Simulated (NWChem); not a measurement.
**Correlation energy of FIn**

```
In
F 1 2.0049
```
Charge 0, spin multiplicity 1.

All runs are NWChem calculations. All single points use one geometry, from B3LYP/def2-SVP with def2 effective core potentials on In, a minimum by its harmonic frequencies.

Basis set: def2-TZVP. Each correlation energy counts from its own Hartree-Fock reference.

Effective core potentials replace the inner electrons of In; spin-orbit coupling is left out. The correlated methods keep 5 core orbitals frozen. The structure started from a generated list of species. Coupled-cluster values serve here as a point of comparison, not as the truth.

**Question.** Order these methods by the correlation energy they give, lowest first: CCSD, SCS-MP2, CR-CCSD[T], CCSD+T(CCSD).

**Answer.** CCSD+T(CCSD) (-532.2 mHa), CR-CCSD[T] (-528.8 mHa), CCSD (-515.0 mHa), SCS-MP2 (-488.9 mHa)
